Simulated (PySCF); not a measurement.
CdBr⁻: script and output

Input:

```python
from pyscf import gto, dft

mol = gto.M(
    atom='Cd 0 0 0; Br 0 0 3.496',
    basis='sbkjc',
    ecp={'Cd': 'sbkjc', 'Br': 'sbkjc'},
    charge=-1,
    spin=0,
    verbose=4,
)
mf = dft.RKS(mol, xc='hcth407')
mf.kernel()
mf.mulliken_pop()
mf.dip_moment()
print('orbital energies (hartree):', mf.mo_energy[..., max(0, mol.nelec[1]-3):mol.nelec[0]+3].round(4))
```

```bash
$ OMP_NUM_THREADS=1 python input.py
```

Output (some set-up lines removed):

```
PySCF version 2.14.0

[INPUT] Symbol           X                Y                Z      unit          X                Y                Z       unit  Magmom
[INPUT]  1 Cd     0.000000000000   0.000000000000   0.000000000000 AA    0.000000000000   0.000000000000   0.000000000000 Bohr   0.0
[INPUT]  2 Br     0.000000000000   0.000000000000   3.496000000000 AA    0.000000000000   0.000000000000   6.606482531479 Bohr   0.0

nuclear repulsion = 21.1913070734554
number of shells = 15
number of NR pGTOs = 77
number of NR cGTOs = 39
basis = sbkjc
ecp = {'Cd': 'sbkjc', 'Br': 'sbkjc'}

******** <class 'pyscf.dft.rks.RKS'> ********
method = RKS
initial guess = minao
damping factor = 0
level_shift factor = 0
DIIS = <class 'pyscf.scf.diis.CDIIS'>
SCF conv_tol = 1e-09
SCF max_cycles = 50
XC functionals = hcth407

grids dens level: 3
Initial guess from minao.
tot grids = 42816
init E= -152.268912172979
  HOMO = 0.314672112499367  LUMO = 0.339461967005062  gap/eV = 0.67457
cycle= 1 E= -142.52988957129  delta_E= 9.74  |g|= 11.1  |ddm|= 12.6

WARN: HOMO -2.22828851432726 == LUMO -2.22827700707699

cycle= 2 E= -136.040456194604  delta_E= 6.49  |g|= 10.9  |ddm|= 18.8
  HOMO = -0.155129177905567  LUMO = 0.0649954077307727  gap/eV = 5.98990
cycle= 3 E= -180.034473213739  delta_E=  -44  |g|= 1.71  |ddm|= 14.9
  HOMO = 0.0775916060590465  LUMO = 0.18273292996239  gap/eV = 2.86104
cycle= 4 E= -173.262810861049  delta_E= 6.77  |g|= 2.31  |ddm|= 5.07
  HOMO = 0.0195163465687642  LUMO = 0.161571429967344  gap/eV = 3.86552
cycle= 5 E= -180.911077746233  delta_E= -7.65  |g|= 0.353  |ddm|=  4.6
  HOMO = 0.0203247415617508  LUMO = 0.0966510330460611  gap/eV = 2.07694
cycle= 6 E= -180.946698500575  delta_E= -0.0356  |g|= 0.181  |ddm|= 1.08
  HOMO = -0.0103125671787982  LUMO = 0.0998429353067922  gap/eV = 2.99748
cycle= 7 E= -180.96592863362  delta_E= -0.0192  |g|= 0.0206  |ddm|= 0.354
  HOMO = -0.00969172076121581  LUMO = 0.102293382021981  gap/eV = 3.04727
cycle= 8 E= -180.966146355148  delta_E= -0.000218  |g|= 0.00732  |ddm|= 0.0773
  HOMO = -0.00970208769996279  LUMO = 0.102472229168334  gap/eV = 3.05242
cycle= 9 E= -180.966174249287  delta_E= -2.79e-05  |g|= 0.00236  |ddm|= 0.0174
  HOMO = -0.0097835359111144  LUMO = 0.10219495965627  gap/eV = 3.04709
cycle= 10 E= -180.966175888072  delta_E= -1.64e-06  |g|= 0.000647  |ddm|= 0.00506
  HOMO = -0.00969666029528125  LUMO = 0.102189718668652  gap/eV = 3.04458
cycle= 11 E= -180.966175996134  delta_E= -1.08e-07  |g|= 5.68e-05  |ddm|= 0.00111
  HOMO = -0.0097084403134361  LUMO = 0.10219726630808  gap/eV = 3.04511
cycle= 12 E= -180.966175998307  delta_E= -2.17e-09  |g|= 3.53e-06  |ddm|= 0.000136
  HOMO = -0.00970917537155485  LUMO = 0.102196366634138  gap/eV = 3.04510
cycle= 13 E= -180.966175998314  delta_E= -7.82e-12  |g|= 4.29e-07  |ddm|= 1.32e-05
  HOMO = -0.00970901285343868  LUMO = 0.102196392376105  gap/eV = 3.04510
Extra cycle  E= -180.966175998315  delta_E= -2.56e-13  |g|= 5.31e-07  |ddm|= 2.25e-06
converged SCF energy = -180.966175998315
 ** Mulliken pop  **
pop of  0 Cd 4s           0.82902
pop of  0 Cd 5s           0.79885
pop of  0 Cd 6s           1.19686
pop of  0 Cd 7s           1.14598
pop of  0 Cd 4px          1.11092
pop of  0 Cd 4py          1.11092
pop of  0 Cd 4pz          1.11351
pop of  0 Cd 5px          0.02344
pop of  0 Cd 5py          0.02344
pop of  0 Cd 5pz          0.05872
pop of  0 Cd 6px          0.01749
pop of  0 Cd 6py          0.01749
[27 lines left out]
 ** Mulliken atomic charges  **
charge of    0Cd =     -0.16048
charge of    1Br =     -0.83952

WARN: System has nonzero charge -1; the dipole moment is origin-dependent.
Location of origin: [0. 0. 0.]

Dipole moment(X, Y, Z, Debye): -0.00000,  0.00000, -12.42066
orbital energies (hartree): [-0.0125 -0.0125 -0.0097  0.1022  0.1022  0.1302]
```

In short: E(SCF) = -180.966176 Eh, 13 cycles.

Run time: 0.89 s on 1 thread of AMD EPYC 9R45 96-Core (shared host).

The basis has no diffuse functions, which an anion needs. Stability towards an unrestricted solution was not tested. The bond length is a typed value, not an optimised one. The dipole of an ion depends on the origin. No search for the lowest solution was made.
